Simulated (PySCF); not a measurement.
CH₃BeIO, SMILES C[O][Be][I].

The structure is a stationary point at PBE0-D3(BJ)/def2-SVP. The def2 effective core potentials stand for the cores of I; spin–orbit coupling is left out. Other conformers were not sampled.

The numbers are results of PySCF with PBE0-D3(BJ)/def2-SVP, not measurements.

Frequencies are harmonic and unscaled.

Computed normal modes with their intensities:
| mode | ν (cm⁻¹) | IR (km/mol) | Raman (Å⁴/amu) | depolarisation | moving atoms (share of kinetic energy) |
|---|---|---|---|---|---|
| 1 | 65 | 2.8 | 0.1 | 0.75 | O 43 %, H 21 %, C 21 %, Be 13 % |
| 2 | 65 | 2.8 | 0.1 | 0.75 | O 43 %, H 21 %, C 21 %, Be 13 % |
| 3 | 275 | 41.2 | 0.6 | 0.75 | Be 79 %, O 19 % |
| 4 | 275 | 41.2 | 0.6 | 0.75 | Be 79 %, O 19 % |
| 5 | 301 | 6.8 | 6.0 | 0.21 | O 30 %, C 30 %, I 24 %, Be 9 % |
| 6 | 1074 | 3.7 | 0.3 | 0.00 | Be 43 %, C 37 %, O 11 %, H 9 % |
| 7 | 1191 | 0.1 | 0.7 | 0.75 | H 76 %, C 19 % |
| 8 | 1191 | 0.1 | 0.7 | 0.75 | H 76 %, C 19 % |
| 9 | 1464 | 275.9 | 44.4 | 0.40 | H 70 %, C 22 % |
| 10 | 1474 | 3.9 | 24.7 | 0.75 | H 97 % |
| 11 | 1474 | 3.9 | 24.7 | 0.75 | H 97 % |
| 12 | 1589 | 691.1 | 13.7 | 0.13 | O 45 %, Be 39 %, H 14 % |
| 13 | 3023 | 101.0 | 229.5 | 0.01 | H 97 % |
| 14 | 3113 | 29.3 | 116.9 | 0.75 | H 90 %, C 10 % |
| 15 | 3113 | 29.3 | 117.0 | 0.75 | H 90 %, C 10 % |
